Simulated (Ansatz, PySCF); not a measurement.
B-trichloroborazine (B3Cl3H3N3), SMILES ClB1NB(Cl)NB(N1)Cl.

Geometry: B3LYP-D3(BJ)/def2-SVP.

Vertical ionisation energy (IE) and electron affinity (EA) in eV. Rows of orbital energies are one-electron estimates. Where ΔSCF, EOM or ADC give a negative EA the extra electron is unbound and the value depends on the basis.

```csv
level,IE,EA
"−ε(HOMO), −ε(LUMO), CAM-B3LYP/def2-SVP (PySCF)",9.67,-1.52
"−ε(HOMO), −ε(LUMO), PBE/def2-SVP (PySCF)",6.98,0.66
"ΔSCF, PBE0/def2-SVPD (Ansatz), final states of multiplicity 2 and 2",10.40,-0.82
"ΔSCF, PBE/def2-SVPD (Ansatz), final states of multiplicity 2 and 2",9.86,-0.64
```

### Question
What vertical singlet–triplet gap does ΔSCF give with PBE0/def2-SVPD (Ansatz, a first-principles code) and with PBE/def2-SVPD (Ansatz)? (The exact figures need the calculation; the answer reports its results.)

### Answer
6.57 and 5.96 eV (triplet above singlet where positive).
